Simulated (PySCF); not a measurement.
Electronic structure of As²⁺ (arsenic, charge +2) at the UHF level

Configuration: [Ar] 3d10 4s1 4p1 5s1, high-spin 4P determinant (an excited configuration). Computed with PySCF 2.14 in aug-cc-pVQZ-PP with one added diffuse shell each of s, p, d, f, g type with ECP10MDF (8s7p6d4f3g, 114 functions), with a scalar-relativistic core potential.

```json
{
  "Total energy": "-329.439251 hartree",
  "One-electron energy": "-564.0112 hartree",
  "Hartree (Coulomb) energy": "259.6506 hartree",
  "Exchange energy": "-25.0787 hartree",
  "⟨S²⟩": "3.7506",
  "⟨L²⟩": "3.635",
  "Sum of ⟨r⟩": "19.31 bohr",
  "Sum of ⟨r²⟩": "34.81 bohr²",
  "Traceless quadrupole moment −½Σ⟨3z² − r²⟩ along its main axis": "-8.09 e·bohr²",
  "Time after the integrals": "of the order of 7 core-seconds"
}
```

```tsv
shell	electrons	mean orbital energy (eV)	spread (eV)	rms radius, mean of both spins (bohr)
3s α	1	-248.63	0	0.641
3s β	1	-247.51	0	0.641
3p α	3	-191.70	0.083	0.667
3p β	3	-191.03	0.662	0.667
3d α	5	-84.735	0.333	0.736
3d β	5	-84.250	0.686	0.736
4s α	1	-44.718	0	1.88
4p α	1	-32.508	0	2.24
5s α	1	-14.984	0	4.16
```

⟨L²⟩ = 3.64 against 2 for a pure P term, so this real determinant mixes terms. Energies and moments cover only the electrons outside the core potential. The outer electron is Rydberg-like, and this basis confines it to a smaller radius and binds it less than a complete one would. The s, p, d and f populations moved away from the nominal configuration during the SCF.
